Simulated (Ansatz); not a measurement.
```yaml
crystal:
  periodic: [false, false, false]
  atoms:
    - {symbol: N, position_ang: [-2.585173, 2.447579, -0.339743]}
    - {symbol: Si, position_ang: [0.466772, 0.331347, 0.114167]}
    - {symbol: N, position_ang: [-0.007889, -1.992706, 3.007699]}
    - {symbol: N, position_ang: [1.147588, -1.608299, -3.010563]}
    - {symbol: Cl, position_ang: [4.068388, 3.048970, 0.984147]}
    - {symbol: H, position_ang: [-2.481605, 4.469539, -1.233852]}
    - {symbol: H, position_ang: [-4.223540, 2.267515, 1.137436]}
    - {symbol: H, position_ang: [0.522044, -1.407380, 5.075053]}
    - {symbol: H, position_ang: [0.219065, -4.167584, 2.666462]}
    - {symbol: H, position_ang: [-0.178132, -1.310706, -4.757241]}
    - {symbol: H, position_ang: [3.196143, -2.203896, -3.598028]}
basis:
  gaussian: {orbitals: "6-31++G**"}
hamiltonian: {xc: {name: revPBE}, dispersion: d4}
```

```sh
$ ansatz run in.yaml --threads 4 --pin off --events-out ev --progress --plain --max-ram 10444MiB
```

It prints (some lines left out):

```
Functional definition: revPBE
1451 factors; their error is unknown
mean field evaluation 1: about -24877.7487 eV, gradient 1.2e2 eV
mean field evaluation 2: about -24495.4660 eV, gradient 2.3e2 eV
mean field evaluation 4: about -24499.3607 eV, gradient 2.1e2 eV
mean field evaluation 8: about -24918.9346 eV, gradient 4.1e1 eV
mean field evaluation 16: about -24924.8452 eV, gradient 1.4e-1 eV
mean field evaluation 32: about -24924.8471 eV, gradient 4.7e-4 eV
mean field -24924.84739709 eV, -915.9712471748 hartree, gradient 9.4e-6 eV, S^2 0.000000; 10 other end points of the search recorded, 0 dependent functions left out
reference -24924.84759330 eV, -915.9712543851 hartree; 29, 29 occupied and 110, 110 virtual orbitals, 1451 factors
Total energy: -24925.12096528 eV, -915.9813006202 hartree
```

**Question.** Something in this input is off. What?

**Answer.** The geometry is stretched to more than twice its size. The calculation finished and met its thresholds. The result belongs to that input, not to the molecule as meant.
